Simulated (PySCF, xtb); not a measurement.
SnCl3, SMILES [Cl][Sn]([Cl])[Cl], multiplicity 2.

Harmonic wavenumbers (cm⁻¹) from xtb 6.7.1 with GFN2-xTB at its own minimum, in rising order: 78, 80, 80, 266, 273, 273.

### Question
What does PBE0-D3(BJ)/def2-SVP in PySCF give at its own minimum? (Estimate from the structure and the level; the computed values follow.)

### Answer
97, 97, 115, 341, 371, 371. Paired by order, the mean absolute difference is 57 cm⁻¹ and the zero-point energies are 1.5 and 2.0 kcal/mol.
